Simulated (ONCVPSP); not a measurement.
## C, ONCV: configuration errors across variants

C, optimised norm-conserving Vanderbilt (ONCV), made with ONCVPSP 4.0.1 (LDA (Perdew-Wang 92), scalar-relativistic). Core [He], reference 2s2 2p2. Waves: 2s: rc 1.00 bohr, ncon 5, nbas 8, qcut 7.7 1/bohr, 2 projectors, debl 0.5 Ha; 2p: rc 2.70 bohr, ncon 4, nbas 9, qcut 6 1/bohr, 2 projectors, debl 3.4 Ha. Local part: polynomial inside 0.80 bohr (lpopt 1, dvloc0 4 Ha). Core correction: Teter function, fcfact 2.25, rcfact 1.7.

In the s channel the program set the typed energies aside and used -0.501, 0.250 Ha.

All-electron excitation energies from the reference (eV): (1) 2s2 2p1 10.985; (2) 2s2 2p0 35.243; (3) 2s1 2p0 83.209; (4) 2s1 2p2 19.478.

A true bound ghost makes a file unfit for plane-wave use even where its test errors are small: the radial tests pick states by their node count and pass the ghost by.

Errors AE − PS in meV (a dash: test not solved or not reliable):

| change | (1) | (2) | (3) | (4) | bound ghosts | GHOST(+) flags above zero |
| --- | --- | --- | --- | --- | --- | --- |
| base | +84 | +675 | +1282 | -64 | s | none |
| s: qcut 5.8 | +85 | +680 | +1290 | -64 | none | s |
| s: qcut 6.1 | +85 | +680 | +1290 | -64 | none | s |
| s: qcut 7 | +84 | +678 | +1290 | -64 | none | s |
| s: qcut 7.9 | +84 | +675 | +1282 | -64 | s | none |
| s: qcut 9.2 | +84 | +675 | +1282 | -64 | s | none |
| s: qcut 10 | +84 | +675 | +1282 | -64 | s | none |
| s: qcut 10.6 | +84 | +675 | +1282 | -65 | s | none |
| s: qcut 11.4 | +84 | +678 | +1282 | -65 | s | none |

(1) Give the same row for: s: qcut 4.5.

Results:

(1) +85, +680, +1290, -64; bound ghosts: none; GHOST(+) flags above zero: s.
